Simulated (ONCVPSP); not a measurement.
## What one change does to a pseudopotential (helium (He), ONCV)

- Element: helium (He)
- Generator: ONCVPSP 4.0.1
- Type: optimised norm-conserving Vanderbilt (ONCV)
- Functional: PBE
- Relativity: scalar-relativistic
- Frozen core: none
- Valence charge: 2
- Reference configuration: 1s2
- Partial waves: 1s: rc 0.55 bohr, ncon 3, nbas 6, qcut 9.4 1/bohr, 1 projector; p scattering state at 0.05 Ha: rc 0.50 bohr, ncon 5, nbas 8, qcut 17.7 1/bohr, 2 projectors, debl 1.5 Ha
- Local potential: polynomial inside 0.45 bohr (lpopt 5, dvloc0 0 Ha)
- Core correction: none

Change: s: ncon 4, nbas 7.

Cutoffs: the cutoffs (Ha) at which the residual kinetic energy of the hardest occupied pseudo-wave falls to 1 and 0.1 mHa per electron; they do not see the model core or the augmentation charge, which bear on the density cutoff. Errors are all-electron minus pseudo energies relative to the spin-unpolarised reference configuration.

Q: Predict the effect on cutoff, ghosts and configuration errors.

A: The potential gets harder (143 Ha and 311 Ha → 242 Ha and 380 Ha); neither file shows a bound ghost.

| quantity | base | changed |
| --- | --- | --- |
| cutoff, loose | 143 Ha | 242 Ha |
| cutoff, tight | 311 Ha | 380 Ha |
| bound ghosts | none | none |
| GHOST(+) flags under 300 eV | none | none |
| error for 1s1, meV [ΔE 26.96 eV] | +8.5 | +8.9 |
| error for 1s1.5, meV [ΔE 10.55 eV] | -0.2 | +1.0 |
| s: phases at 0.56 bohr within 0.05 rad from the reference energy up to (Ha; the scan ends near 5) | to the end of the scan | to the end of the scan |
| p: phases at 0.51 bohr within 0.05 rad from the reference energy up to (Ha; the scan ends near 5) | to the end of the scan | to the end of the scan |
